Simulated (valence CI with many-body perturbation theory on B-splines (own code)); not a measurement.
Level structure of Bi LXII

Calculated by configuration interaction combined with many-body perturbation theory (CI+MBPT): four valence electrons over a frozen Dirac-Fock core [Ar], radial functions for each j: 7 s, 7 p, 8 d, 6 f, 4 g, 1 h, with the one-electron correlation potential Σ1, the two-electron term Σ2, the three-electron term Σ3, Breit, model QED; selected CI, second order for the rest, scaled by the run's own slope (own B-spline code, finite nucleus).

The last digits are not significant, and no measured levels were compared; by estimate large intervals hold to a few tenths of a per cent, small ones and those within an open d or f shell to about a per cent. The list stops below the first excitations out of the core. Only levels of the ground parity were solved; by the run's estimate the other parity begins above the list, which can be wrong where configurations are misplaced.

Levels 1 to 16 of 16, with energies above the lowest level, (3d3/2^4) J=0. "Leading %" is the weight of the configuration and term that name the level; weights of strongly mixed levels are sums over their largest components and can fall short, so below about 35 % the name and the second component can differ from the true leading terms, or belong to a minority configuration. In the jj column 3d3/2^4 stands for four electrons in 3d with j = 3/2.

| No. | Configuration | Term | J | E (cm⁻¹) | Leading % | Second component | Leading jj |
| --- | --- | --- | --- | --- | --- | --- | --- |
| 1 | 3d⁴ | ³P | 0 | 0 | 61 | 23 % 3d⁴ ⁵D | 3d3/2^4 (100 %) |
| 2 | 3d⁴ | ⁵D | 1 | 929950 | 54 | 46 % 3d⁴ ³P | 3d3/2^3 3d5/2 (100 %) |
| 3 | 3d⁴ | ³F | 4 | 1036000 | 28 | 26 % 3d⁴ ¹G | 3d3/2^3 3d5/2 (100 %) |
| 4 | 3d⁴ | ⁵D | 2 | 1076800 | 26 | 20 % 3d⁴ ¹D | 3d3/2^3 3d5/2 (98 %) |
| 5 | 3d⁴ | ³F | 3 | 1105600 | 32 | 20 % 3d⁴ ³G | 3d3/2^3 3d5/2 (98 %) |
| 6 | 3d⁴ | ⁵D | 2 | 1937500 | 59 | 14 % 3d⁴ ³P | 3d3/2^2 3d5/2^2 (98 %) |
| 7 | 3d⁴ | ⁵D | 0 | 1940400 | 68 | 24 % 3d⁴ ¹S | 3d3/2^2 3d5/2^2 (99 %) |
| 8 | 3d⁴ | ³H | 4 | 1963500 | 40 | 32 % 3d⁴ ⁵D | 3d3/2^2 3d5/2^2 (99 %) |
| 9 | 3d⁴ | ⁵D | 3 | 1984900 | 48 | 27 % 3d⁴ ³G | 3d3/2^2 3d5/2^2 (98 %) |
| 10 | 3d⁴ | ³H | 5 | 2011500 | 66 | 34 % 3d⁴ ³G | 3d3/2^2 3d5/2^2 (100 %) |
| 11 | 3d⁴ | ¹I | 6 | 2035100 | 56 | 44 % 3d⁴ ³H | 3d3/2^2 3d5/2^2 (100 %) |
| 12 | 3d⁴ | ³D | 1 | 2071900 | 45 | 38 % 3d⁴ ³P | 3d3/2^2 3d5/2^2 (99 %) |
| 13 | 3d⁴ | ³F | 3 | 2090500 | 45 | 23 % 3d⁴ ³G | 3d3/2^2 3d5/2^2 (99 %) |
| 14 | 3d⁴ | ³G | 4 | 2096700 | 52 | 41 % 3d⁴ ¹G | 3d3/2^2 3d5/2^2 (99 %) |
| 15 | 3d⁴ | ³F | 2 | 2118000 | 34 | 29 % 3d⁴ ³P | 3d3/2^2 3d5/2^2 (99 %) |
| 16 | 3d⁴ | ³F | 2 | 2238500 | 54 | 27 % 3d⁴ ³P | 3d3/2^2 3d5/2^2 (99 %) |

The ionisation energy to 3d³ ²D3/2 of the next ion comes out as 6648.2 eV (NIST: 6648 ± 12 eV (theoretical)). All 16 levels together are meant to be complete up to 2270700 cm⁻¹.
